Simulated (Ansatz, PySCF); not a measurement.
Gas-phase reaction (SMILES): CC[Si](N)(N)N + F (HF) → N[Si](N)(N)F + CC (C2H6) [ethane]; hydrogen fluoride cleaves one Si-C bond, a model of a ligand-exchange step.

Each molecule is optimised on its own at B3LYP-D3(BJ)/def2-TZVP (Ansatz, an electronic-structure program), one conformer each, not searched for the lowest. Cores are frozen in the correlated levels unless marked. No spin-orbit coupling. No relativistic terms. CBS marks a two-point X^-3 extrapolation of the correlation energy; Hartree-Fock from the larger set. The bracket is a focal-point correction in the basis named. Thermal terms are rigid-rotor harmonic-oscillator values from B3LYP-D3(BJ) frequencies (Ansatz or PySCF) at 298.15 K and 1 atm. 1 Eh = 627.5095 kcal/mol.

| species | E, RI-MP2/CBS(cc-pV(T+d)Z,cc-pV(Q+d)Z)+[CCSD(T)-MP2]/cc-pV(T+d)Z (Ansatz) (Eh) | E, PBE-D3(BJ)/def2-TZVPD (Ansatz + dftd3) (Eh) | H - E (Eh) |
|---|---|---|---|
| CC[Si](N)(N)N | -536.03414 | -536.35534 | 0.15561 |
| F (HF) | -100.39237 | -100.39533 | 0.01259 |
| N[Si](N)(N)F | -556.77385 | -557.07709 | 0.09094 |
| CC (C2H6) | -79.71807 | -79.73427 | 0.07887 |

Task: Work out ΔE and ΔH at 298.15 K at the first level, then ΔH at the second.

Result: 
1. ΔE = [(-556.77385) + (-79.71807)] - [(-536.03414) + (-100.39237)] = -0.06541 Eh = -41.0 kcal/mol at RI-MP2/CBS(cc-pV(T+d)Z,cc-pV(Q+d)Z)+[CCSD(T)-MP2]/cc-pV(T+d)Z.
2. The terms H - E add up to 0.00161 Eh, so ΔH = (-0.06541 + (0.00161))×627.5095 = -40.0 kcal/mol.
3. At PBE-D3(BJ)/def2-TZVPD the same steps give ΔE = -38.1 and ΔH = -37.1 kcal/mol, a shift of +2.9 from the first level.
4. These values are not checked against measurement here, since the tables used lack a sound gas-phase enthalpy of formation for at least one species.
